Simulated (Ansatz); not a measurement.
Geometry optimisation, Ansatz, RHF/6-31G*.

The input (input.yaml):

```yaml
crystal:
  periodic: [false, false, false]
  atoms:
    - { symbol: Al, position_ang: [0.0, 0.0, 0.0] }
    - { symbol: H, position_ang: [0.0, 0.0, 1.91] }
    - { symbol: O, position_ang: [1.5415, 0.0, -0.89] }
    - { symbol: H, position_ang: [1.8414, -0.9519, -1.0449] }
    - { symbol: O, position_ang: [-1.5415, 0.0, -0.89] }
    - { symbol: H, position_ang: [-2.0512, -0.8467, -0.6815] }
    - { symbol: P, position_ang: [0.1156, 2.4456, 0.8135] }
    - { symbol: H, position_ang: [0.6761, 2.4854, 2.1176] }
    - { symbol: H, position_ang: [0.927, 3.2022, -0.0729] }
    - { symbol: H, position_ang: [0.0462, 0.9762, 1.965] }
basis:
  gaussian: { orbitals: "6-31G*" }
hamiltonian:
  xc: hf
relax:
  f_tol: 0.15
  max_steps: 25
  restrain:
    - { distance: [0, 6], at: 2.28, k: 30.0 }
    - { distance: [9, 1], at: 0.66, k: 30.0 }
    - { distance: [0, 1], at: 2.76, k: 30.0 }
    - { distance: [9, 6], at: 2.62, k: 30.0 }
output:
  orbitals: {}
```

Command:

```bash
$ ansatz run input.yaml --threads 1 --pin off --max-ram 2048MiB --backend cpu --events-out ev --progress --plain --runs-dir out
```

Task: Where does it end, and by what steps?

Result: It converged. The restraints hold the end off the free minimum. After 18 steps the energy has fallen by 4.554 eV (the restraints' own energy left out); H8 moved furthest, 1.31 Å. Joined: H2–H10.

```tsv
step	energy less start (eV)	largest force component (eV/Å)	accepted
0	0.0000	5.003	yes
1	-1.9924	4.761	yes
2	-3.0070	3.188	yes
3	-3.8179	3.278	yes
4	-4.2527	1.132	yes
5	-4.3385	1.107	yes
6	-4.3962	1.240	yes
7	-4.4508	1.263	yes
8	-4.4781	1.173	yes
9	-4.4899	1.281	yes
10	-4.5105	0.876	yes
11	-4.5314	0.733	yes
12	-4.5383	0.984	yes
13	-4.5356	1.241	no
14	-4.5424	1.160	yes
15	-4.5487	1.212	yes
16	-4.5552	1.058	yes
17	-4.5612	0.917	yes
18	-4.5538	1.264	yes
```

```xyz
10
Properties=species:S:1:pos:R:3
Al 0.042 0.591 -0.221
H 0.146 -0.238 2.415
O 1.381 -0.448 -0.224
H 1.457 -1.292 -0.639
O -1.399 0.199 -1.022
H -1.603 -0.587 -1.503
P 0.096 2.561 0.952
H 1.490 2.635 1.105
H 0.006 3.462 -0.122
H -0.061 0.429 2.487
```

Whether the end is a true minimum wasn't checked by a vibrational analysis.

Time of the run: 31 s on 1 thread of Arm Neoverse V2, with other jobs on the host, peak memory 0.14 GiB.
